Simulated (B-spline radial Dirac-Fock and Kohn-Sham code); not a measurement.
## Satellites and hypersatellites of the K lines of Se⁺

System: Se⁺ in the configuration [Ar] 3d10 4s2 4p3.

Calculated with a B-spline atomic structure program, using ΔSCF Dirac-Fock with Breit, self-energy and vacuum polarisation, finite nucleus, configuration average. Each two-hole energy is an average over J within one jj subconfiguration, not an observable level; in light atoms, where LS coupling holds, the j-resolved values are not observed lines, and for a K spectator the Kα1 hypersatellite is nearly forbidden. The model has no electron correlation.

Lines without a spectator: Kα1 (K-L3) 11221.6 eV, Kβ1 (K-M3) 12492.6 eV. Shifts in eV with one spectator hole (a dash: not computed, or left out as unreliable):

| spectator hole | Kα1 | Kβ1 |
| --- | --- | --- |
| K (1s) | +371.4 | +460.8 |
| M4 (3d3/2) | -1.56 | – |
| M5 (3d5/2) | -0.85 | – |
